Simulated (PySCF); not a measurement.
Energy landscape of O2Se, singlet: symmetric bend, bond length relaxed. Scanned: O-Se-O angle. Other coordinates (Se-O bond length) were minimised at B3LYP/def2-TZVP. Each profile is relative to its own lowest point.

```json
[
 {"a / °": "180", "A": "—", "B": "—", "C": "52.8"},
 {"a / °": "170", "A": "—", "B": "64.1", "C": "48.6"},
 {"a / °": "160", "A": "38.4", "B": "48.4", "C": "38.2"},
 {"a / °": "150", "A": "26.0", "B": "31.4", "C": "25.7"},
 {"a / °": "140", "A": "14.2", "B": "16.7", "C": "14.2"},
 {"a / °": "130", "A": "5.2", "B": "5.8", "C": "5.4"},
 {"a / °": "120", "A": "0.1", "B": "0.0", "C": "0.3"},
 {"a / °": "110", "A": "0.0", "B": "0.0", "C": "0.0"},
 {"a / °": "100", "A": "6.2", "B": "6.9", "C": "5.7"},
 {"a / °": "90", "A": "20.4", "B": "22.0", "C": "19.1"},
 {"a / °": "80", "A": "45.3", "B": "48.6", "C": "42.8"}
]
```

Energies in kcal/mol.

### Question
Which curve belongs to which method? The methods are MP2 on RHF/cc-pVTZ, 11 core orbitals frozen (PySCF); PBE/cc-pVTZ run with PySCF; restricted M06-2X/6-31G*, spherical d run with PySCF.

### Answer
A is MP2; B is RKS-M06-2X/6-31G*; C is PBE.

A dash means that the run gave no value there, or that the column was ended at a point which the program doubted or which failed a test of continuity chosen for this set; such a test can also cut sound points.
